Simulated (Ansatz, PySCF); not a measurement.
Process, species as SMILES: [SiH3][Si](Cl)(Cl)Cl -> [SiH3][Si](Cl)Cl + Cl atom (the Cl-Si bond at the site shown breaks; other sites are not compared here)
Geometries: B3LYP-D3(BJ)/def2-TZVP minima from Ansatz (a quantum-chemistry and plane-wave program).
Geometry of the first species:
```xyz
8

Si    -2.2044     0.1564    -0.5742
Si     0.0475    -0.0034     0.0124
Cl     0.9774    -1.4810    -1.0731
Cl     0.2477    -0.4492     2.0093
Cl     1.0201     1.7710    -0.3513
H     -2.8575    -1.1389    -0.2842
H     -2.8218     1.2369     0.2256
H     -2.2920     0.4675    -2.0178
```
Charge 0, spin multiplicity 1.

Wanted: bond dissociation energy (0 K, with B3LYP-D3(BJ) harmonic zero-point energies from PySCF), in kcal/mol. Cores are frozen in the correlated levels unless marked. Open shells are spin-unrestricted. No spin-orbit coupling. Non-relativistic. CBS(X,Y): correlation extrapolated as X^-3; Hartree-Fock from the larger set.

| level | program | bond dissociation energy (kcal/mol) | minus last row |
|---|---|---|---|
| HF/aug-cc-pV(D+d)Z | Ansatz | 77.4 | -31.9 |
| BHLYP-D4/def2-TZVPD | Ansatz + dftd4 | 101.7 | -7.6 |
| r2SCANh/def2-TZVPD | Ansatz | 103.9 | -5.4 |
| LC-wPBE-D4/def2-TZVPD | Ansatz + dftd4 | 105.8 | -3.5 |
| B2GP-PLYP/def2-TZVPD | Ansatz | 104.4 | -4.9 |
| B2PLYP-D3(BJ)/def2-TZVPD | Ansatz + dftd3 | 104.6 | -4.7 |
| MP2/CBS(cc-pV(T+d)Z,cc-pV(Q+d)Z) | Ansatz | 115.5 | 6.2 |
| CCSD/cc-pV(T+d)Z | Ansatz | 101.5 | -7.8 |
| CCSD/cc-pVTZ | Ansatz | 100.2 | -9.1 |
| CCSD(T)/CBS(aug-cc-pV(T+d)Z,aug-cc-pV(Q+d)Z) | Ansatz | 109.3 | 0.0 |
